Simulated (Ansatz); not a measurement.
Reaction (ligand exchange at the In–C bond): `[SiH3]O[CH](S)[InH2]` + CH₃SH → `C[S][InH2]` + `[SiH3]OCS`

Calculated with Ansatz (gas phase, PBE0-D4/def2-TZVP geometries, no zero-point term in ΔE). CCSD(T)/CBS is the MP2 limit (def2-TZVPP, def2-QZVPP) plus CCSD(T) − MP2 in def2-TZVPP, frozen cores. This one scheme is used for every species. DFT in def2-TZVPP. B3LYP here is the variant with VWN-RPA as its local correlation; programs differ in this. Elements past krypton have def2 core potentials. For In outer-core shells are correlated without core-valence functions, which leaves a few kJ/mol of doubt a bond. Each species was taken in one conformer, which may not be the lowest.

| level | ΔE (kJ/mol) | difference from CCSD(T)/CBS |
| --- | --- | --- |
| r2SCAN-D4 | -108.6 | -1.8 |
| PBE0-D4 | -109.6 | -2.8 |
| B3LYP-D4 | -109.2 | -2.4 |
| ωB97X-V | -110.5 | -3.7 |
| B2PLYP | -113.6 | -6.8 |
| HF/def2-TZVPP | -135.2 | -28.4 |
| SCS-MP2/def2-TZVPP | -109.3 | -2.5 |
| CCSD(T)/def2-TZVPP | -106.4 | 0.4 |
| MP2/def2-QZVPP | -106.9 | -0.1 |
| MP2/CBS(def2) | -107.0 | -0.2 |
| CCSD(T)/CBS | -106.8 | 0 |

Largest T1 diagnostic among the species: 0.014.

From PBE to PBE0 (25 % exact exchange), in def2-TZVPP and without D4, ΔE moves by −5.8 kJ/mol. In def2-TZVPP, CCSD(T) changes the Hartree–Fock value by +28.9 kJ/mol (the triples alone add +3.9 kJ/mol) and MP2 by +28.7 kJ/mol. The D4 term adds +7.6 kJ/mol with B3LYP and +4.1 kJ/mol with PBE0; it sums over pairs of atoms, weighted by their polarisabilities, and B3LYP, whose exchange is more repulsive, gets the larger term.
